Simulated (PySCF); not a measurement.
C₃H₈N, SMILES C[C](C)N, multiplicity 2. Geometry optimised at PBE-D3(BJ)/def2-SVP. The isomer is the one that the SMILES or the coordinates give; other isomers of the formula were not compared. Other conformers were not sampled.

**Question.** Give the equilibrium geometry at PBE-D3(BJ)/def2-SVP (PySCF confirms it by a frequency run) as bond lengths and angles, and its point group. (An estimate is asked for; the answer gives what the named calculation found.)

**Answer.** Several could match; the one computed here: point group Cs.
Atoms: C1 C2 C3 N4 H5 H6 H7 H8 H9 H10 H11 H12. Bonded distances (Å): C1–C2 1.490, C1–H5 1.108, C1–H6 1.126, C1–H7 1.113, C2–C3 1.490, C2–N4 1.404, C3–H8 1.108, C3–H9 1.113, C3–H10 1.126, N4–H11 1.025, N4–H12 1.025. Bond angles (°): C2–C1–H5 111.3, C2–C1–H6 113.3, C2–C1–H7 111.7, H5–C1–H6 106.6, H5–C1–H7 107.3, H6–C1–H7 106.1, C1–C2–C3 122.0, C1–C2–N4 117.4, C3–C2–N4 117.4, C2–C3–H8 111.3, C2–C3–H9 111.7, C2–C3–H10 113.3, H8–C3–H9 107.3, H8–C3–H10 106.6, H9–C3–H10 106.1, C2–N4–H11 115.4, C2–N4–H12 115.4, H11–N4–H12 110.4.
Charge 0, spin multiplicity 2.
